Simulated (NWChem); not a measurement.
# Correlation energy of CCl₂

```
C
Cl 1 1.7189
Cl 1 1.7189 2 109.33
```
Charge 0, spin multiplicity 1.

The numbers come from NWChem runs, not from measurements. The geometry was optimised at PBE0/def2-SVP, a minimum by its harmonic frequencies.

Basis set: cc-pVTZ. Each correlation energy counts from its own Hartree-Fock reference.

The correlated methods keep 11 core orbitals frozen. The structure started from a generated list of species. No row is a measurement; the coupled-cluster row has its own basis-set and correlation limits.

**Question.** For the correlation energy, CR-CCSD[T] gives -573.9 mHa and MP2 gives -515.2 mHa. What do CCSD, CCSD(T), CR-CCSD(T) give?

**Answer.** CCSD: -551.8 mHa; CCSD(T): -580.3 mHa; CR-CCSD(T): -572.9 mHa.
